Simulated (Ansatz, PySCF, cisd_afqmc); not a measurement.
Species: CH3Be, charge 0, doublet. CH3Be (SMILES [Be][CH3], doublet).
B3LYP-D3(BJ)/def2-TZVP minimum from Ansatz (a first-principles code):
```
C
H 1 1.0954
H 1 1.0954 2 107.40
H 1 1.0954 2 107.40 3 115.26
Be 1 1.6857 2 111.47 3 -122.37
```
Charge 0, spin multiplicity 2.

Atomisation energy term by term, kcal/mol (programs: Ansatz, cisd_afqmc). UHF or UKS for unpaired electrons; spin-orbit terms are left out. Correlated methods leave the cores frozen. No relativity. The Monte Carlo rows (phaseless AFQMC, CISD trial, step 0.005/hartree) carry one-sigma bars that omit the constraint's bias. Outlying blocks are dropped, and bars are widened where a walk drifts. Over all cases where full CI ran beside it in this data, AFQMC minus full CI had a median of +0.1 mEh and passed +0.4 mEh in a tenth of the cases. CBS(X,Y): correlation extrapolated as X^-3, Hartree-Fock from the larger set. A bracket is a step between two methods taken in the basis named. Where a partner has so few electrons that a lower coupled-cluster level is exact, that level stands in. The restricted determinant of Be ([Be], singlet) is unstable towards broken spin symmetry in at least one set run. The spin of CH3Be ([Be][CH3], doublet) was assumed, and the state is the lowest solution found for it.

| term | basis | kcal/mol |
|---|---|---|
| Hartree-Fock | def2-QZVPP | 286.65 |
| CCSD correlation | CBS(def2-TZVPP,def2-QZVPP) | 67.17 |
| (T) | CBS(def2-TZVPP,def2-QZVPP) | 4.46 |
| CCSDT(Q) - CCSD(T) | def2-TZVPP | 0.22 |
| CCSDTQ - CCSDT(Q) | def2-SVP | -0.01 |
| minus zero-point energy | harmonic, PySCF's Hessian at B3LYP-D3(BJ)/def2-TZVP | -21.80 |
| sum: D0 |  | 336.7 |

The step beyond CCSD(T) by other levels: CCSDTQ in def2-SVP 0.27; AFQMC/CISD in def2-SVP 0.19 ± 0.10; CCSDT(Q) in def2-SVP 0.27 kcal/mol.
